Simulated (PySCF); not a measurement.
Compound: C4H6NSi (doublet state).
Atom-mapped SMILES: `[NH:1][SiH:2]1[CH:3]=[CH:4][CH:5]=[CH:6]1` (hydrogens: H7 on N1; H8 on Si2; H9 on C3; H10 on C4; H11 on C5; H12 on C6)

Geometry (GFN2-xTB, Å), atoms numbered from 1 in this order:
```
atom  x, y, z in Å
N1     2.0781   -0.0406    1.0699
Si2    1.1320    0.4007   -0.2112
C3    -0.4954    1.1294    0.4956
C4    -1.5168    0.3088    0.2600
C5    -1.1977   -0.9342   -0.4030
C6     0.0839   -1.1261   -0.7081
H7     3.0582    0.1836    1.1409
H8     1.4619    1.1432   -1.4358
H9    -0.5640    2.0603    1.0275
H10   -2.5412    0.5396    0.5263
H11   -1.9806   -1.6447   -0.6388
H12    0.4828   -2.0206   -1.1493
```

The hyperfine couplings belong to this conformer and change with its torsions.

Level of theory: UKS B3LYP, pcH-1 on C H N Si, non-relativistic, mean-field spin-orbit, GIAO in PySCF 2.14.0. The structure is a single GFN2-xTB conformer in the gas phase; no vibrational or solvent corrections. The geometry wasn't refined by DFT: couplings that depend on bond lengths, twists or pyramidal angles can differ widely from those at the functional's own minimum. Stability of the SCF solution: not tested.

Principal values of hyperfine tensors in MHz (contact, dipolar and spin–orbit terms together), for some of the nuclei:

| atom | isotope | A1 | A2 | A3 | alike by the symmetry of this geometry |
| --- | --- | --- | --- | --- | --- |
| Si2 | 29Si | 53.61 | 58.21 | 66.75 | none |
| C3 | 13C | 38.35 | 39.48 | 73.45 | C6 |
| H7 | 1H | -95.58 | -57.44 | 4.59 | none |
| N1 | 14N | -11.87 | -11.04 | 97.20 | none |
| H10 | 1H | 8.58 | 9.72 | 14.43 | H11 |
| C5 | 13C | -6.70 | -5.42 | 1.11 | C4 |
| H12 | 1H | -7.31 | -1.27 | 5.10 | H9 |

Q: Give the isotropic coupling of each nucleus in MHz and in mT (g = 2.0050), and the anisotropic part.

A: a_iso is a third of the trace, T = A − a_iso, and a(mT) = a(MHz)/(g × 13.996). The tensors hold a spin–orbit part: the run splits a_iso into a_FC + a_SO, and T includes its anisotropic share.

```json
{"atom": "Si2", "a_iso (MHz)": "59.52", "a_FC": "59.64", "a_SO": "-0.12", "a_iso (mT)": "2.121", "T1": "-5.91", "T2": "-1.32", "T3": "7.23"}
{"atom": "C3", "a_iso (MHz)": "50.42", "a_FC": "50.43", "a_SO": "-0.01", "a_iso (mT)": "1.797", "T1": "-12.07", "T2": "-10.95", "T3": "23.02"}
{"atom": "H7", "a_iso (MHz)": "-49.48", "a_FC": "-49.63", "a_SO": "0.16", "a_iso (mT)": "-1.763", "T1": "-46.10", "T2": "-7.97", "T3": "54.07"}
{"atom": "N1", "a_iso (MHz)": "24.76", "a_FC": "24.63", "a_SO": "0.13", "a_iso (mT)": "0.882", "T1": "-36.63", "T2": "-35.81", "T3": "72.44"}
{"atom": "H10", "a_iso (MHz)": "10.91", "a_FC": "10.91", "a_SO": "0.00", "a_iso (mT)": "0.389", "T1": "-2.33", "T2": "-1.19", "T3": "3.52"}
{"atom": "C5", "a_iso (MHz)": "-3.67", "a_FC": "-3.67", "a_SO": "0.00", "a_iso (mT)": "-0.131", "T1": "-3.03", "T2": "-1.75", "T3": "4.78"}
{"atom": "H12", "a_iso (MHz)": "-1.16", "a_FC": "-1.17", "a_SO": "0.00", "a_iso (mT)": "-0.041", "T1": "-6.15", "T2": "-0.11", "T3": "6.26"}
```

Q: What spin density at the nucleus of C3 lies behind its contact coupling (g_N = 1.40482)?

A: a_FC = 800.24 MHz bohr³ × g_N × ρ(0)/(2S). With a_FC = 50.43 MHz and 2S = 1, ρ(0) = 0.04486 bohr⁻³.

Q: H8 (1H, g_N = 5.58569) isn't in the table. Its spin density at the nucleus is -0.002441 bohr⁻³. What is its contact coupling?

A: By the same relation, a_FC = -10.91 MHz. Its full tensor has the principal values -13.62, -12.84, -6.28 MHz.

Q: Name the largest traceless tensor T of the table and describe it.

A: N1: -36.6, -35.8, 72.4 MHz (the dipolar term alone has -36.9, -35.7, 72.6), axial, in the ratio −1:−1:+2, the form that spin in one p orbital centred on that nucleus gives.

Q: What first-order splitting does H7 cause when the field lies along A1, A2 or A3 of its tensor (g taken as isotropic, no quadrupole term)?

A: 2 lines (I = 1/2), spaced by |A_i|/(g × 13.996): 3.41, 2.05, 0.16 mT along the axes of A1, A2 and A3.
